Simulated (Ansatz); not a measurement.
```yaml
crystal:
  periodic: [false, false, false]
  atoms:
    - {symbol: C, position_ang: [-0.109049, 1.043461, 1.828750]}
    - {symbol: C, position_ang: [-0.359766, 0.298025, 0.747147]}
    - {symbol: Si, position_ang: [-1.951805, 0.561138, -0.186437]}
    - {symbol: Si, position_ang: [0.889769, -0.979176, 0.198805]}
    - {symbol: C, position_ang: [1.505394, -0.630648, -1.532626]}
    - {symbol: H, position_ang: [-0.800940, 1.803747, 2.188941]}
    - {symbol: H, position_ang: [0.803347, 0.928913, 2.412670]}
    - {symbol: H, position_ang: [-2.745134, -0.697373, -0.236623]}
    - {symbol: H, position_ang: [-2.752330, 1.624919, 0.478404]}
    - {symbol: H, position_ang: [-1.676676, 0.965717, -1.593124]}
    - {symbol: H, position_ang: [2.018992, -0.963586, 1.171970]}
    - {symbol: H, position_ang: [0.257254, -2.328947, 0.228295]}
    - {symbol: H, position_ang: [1.974626, 0.354498, -1.586298]}
    - {symbol: H, position_ang: [2.241459, -1.377873, -1.838640]}
    - {symbol: H, position_ang: [0.683158, -0.653614, -2.252036]}
basis:
  gaussian: {orbitals: def2-SVP, fitting: {mean_field: def2-universal-jkfit}}
magnetization: {spin_polarized: true, initial_magnetization: 0}
hamiltonian: {xc: {name: BHLYP}}
scf: {lower_state_search: full}
```

```sh
$ ansatz run in.yaml --threads 4 --pin off --events-out ev --progress --plain --max-ram 10444MiB
```

It prints (some lines left out):

```
Functional definition: BHLYP
661 factors; integrals over basis functions are off by at most 3.4e-1 eV
mean field evaluation 1: about -19014.6133 eV, gradient 3.1e1 eV
mean field evaluation 2: about -19014.6107 eV, gradient 3.1e1 eV
mean field evaluation 4: about -19019.3965 eV, gradient 1.8e0 eV
mean field evaluation 8: about -19019.4152 eV, gradient 4.9e-2 eV
mean field -19019.41526112 eV, -698.9506190233 hartree, gradient 3.7e-5 eV, S^2 0.000000; 0 other end points of the search recorded, 0 dependent functions left out
reference -19019.41547061 eV, -698.9506267223 hartree; 28, 28 occupied and 100, 100 virtual orbitals, 661 factors
Total energy: -19019.41547061 eV, -698.9506267223 hartree
```

It took 2.4 s on 4 threads of an Arm Neoverse V2 on a shared host, with 0.53 GiB of host memory at the peak.
